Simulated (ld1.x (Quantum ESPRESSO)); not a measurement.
**Scattering properties, TM potential for Mn (Z = 25)**

manganese, norm-conserving Troullier–Martins (Kleinman–Bylander form), made with ld1.x (Quantum ESPRESSO) 7.5 (LDA (PZ), scalar-relativistic). Core [Ar], reference 3d5 4s0.5 4p0 (charge +1.5). Waves: 4s (bound): rc 2.00 bohr; 4p (bound, empty): rc 3.05 bohr; 3d (bound): rc 1.20 bohr. Local part: the d channel. Core correction: a·sin(br)/r model core, default radius (core density twice the valence density).

The phase is arctan(r·u′/u) with u = r·R(r), unwrapped; energies in Ry, scanned from -3 to 5 Ry. A pole is an energy at which the radial function vanishes at the test radius. The pseudo phase is shifted by a multiple of π to meet the all-electron one at the reference energy, and phase errors are pseudo minus all-electron; the curves can meet again beyond the range given. Levels narrower than the energy grid can be missing from the lists of poles.

| channel | radius (bohr) | reference energy (Ry) | poles, all-electron | poles, pseudo | unbroken range about the reference energy with phases within 0.05 rad | phase error 1 Ry above the reference energy (rad) |
| --- | --- | --- | --- | --- | --- | --- |
| s | 3.32 | -1.17 | -0.55, 4.14 | -0.56, 1.36 | below 0.2 | -0.016 |
| p | 3.32 | -0.78 | 0.16, 4.91 | 0.13, 3.68 | below 1.1 | -0.009 |
| d | 3.32 | -1.45 | -1.42, 1.46 | -1.42, 1.49 | below 3.0 | +0.003 |

Note: ghost states, extra bound levels that the all-electron valence spectrum of the same l lacks: s at -308.1 eV, p at -141.0 eV. A true bound ghost makes a file unfit for plane-wave use.

Phases in the p channel:

| E (Ry) | all-electron | pseudo |
| --- | --- | --- |
| -3.00 | 1.352 | 1.351 |
| -2.52 | 1.316 | 1.315 |
| -2.04 | 1.256 | 1.254 |
| -1.56 | 1.123 | 1.121 |
| -1.08 | 0.590 | 0.587 |
| -0.60 | -1.090 | -1.091 |
| -0.12 | -1.484 | -1.488 |
| 0.36 | -1.615 | -1.626 |
| 0.84 | -1.709 | -1.737 |
| 1.32 | -1.826 | -1.922 |
| 1.80 | -2.089 | -2.811 |
| 2.28 | -3.269 | -4.311 |
| 2.76 | -4.291 | -4.563 |
| 3.24 | -4.515 | -4.658 |
| 3.72 | -4.606 | -4.717 |
| 4.20 | -4.659 | -4.767 |
| 4.68 | -4.697 | -4.825 |
